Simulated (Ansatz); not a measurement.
The first iterations of a band of CH4 + GaH3 (9 atoms, charge 0, multiplicity 1).

Computed with RKS r2SCANh/def2-SVP (Ansatz).

```
movable images  : 9
climbing image  : yes
spring          : 5.0 eV/Å²
optimiser       : quadratic models (default)
start path      : through a guess of the saddle point
force threshold : 0.05 eV/Å
iteration limit : 60
end points      : relaxed
```

Initial state:

```xyz
9
Properties=species:S:1:pos:R:3
Ga -0.986 0.968 -0.847
H 0.162 1.810 -1.493
H -1.572 -0.259 -1.615
H -1.647 1.449 0.483
H 1.091 0.048 0.041
C 0.802 -0.792 0.693
H 1.112 -0.552 1.716
H -0.280 -0.983 0.687
H 1.317 -1.690 0.334
```

Final state:

```xyz
9
Properties=species:S:1:pos:R:3
Ga -0.858 0.244 -0.257
H 0.632 1.693 -1.312
H -1.333 -0.177 -1.690
H -1.478 1.520 0.409
H 1.120 1.244 -0.936
C 0.321 -0.940 0.782
H 0.906 -0.399 1.537
H -0.314 -1.662 1.321
H 1.003 -1.522 0.147
```

| iteration | highest image above the first end (eV) | largest band force component (eV/Å) |
| --- | --- | --- |
| 1 | 2.030 | 4.536 |
| 2 | 1.660 | 1.273 |

Does the band converge within its limit, and where does its top end?

It converged. It ended after 6 iterations with the highest image 1.605 eV above the first end. A vibrational analysis at the climbing image gives one clearly imaginary mode, 1369i cm⁻¹: a first-order saddle point. The orbitals stay closed-shell, which can raise the energy where a bond breaks towards radicals; this wasn't checked here.

Run time: 120 s on 2 threads of Arm Neoverse V2, on a shared host, peak memory 0.18 GiB.
